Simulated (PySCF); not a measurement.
# How methods differ on the excitation energy of Nb⁺

Nb⁺ [Kr] 4d4 (5D) → Nb⁺ [Kr] 4d3 5p1 (high-spin determinant), as a difference of total energies. Computed with PySCF 2.14 in x2c-TZVPPall (8s6p6d2f1g, 79 functions), with scalar relativity by spin-free X2C-1e. Correlated levels: valence: [Kr] frozen. The calculations carry no spin-orbit coupling.

```tsv
method	excitation energy (eV)
UHF	3.988
MP2 (valence)	4.271
SCS-MP2 (valence)	4.083
CCSD (valence)	4.229
CCSD(T) (valence)	4.215
```

Question: How much does correlation contribute at CCSD(T) (valence)?

Answer: 4.215 − (3.988) = 0.227 eV, measured against UHF.

The basis was made for the ground configuration and has no added diffuse functions, so the excitation energy can come out too high.

The determinant of the upper state mixes LS terms, which raises its energy above the lowest term, most at the Hartree-Fock and MP2 levels.
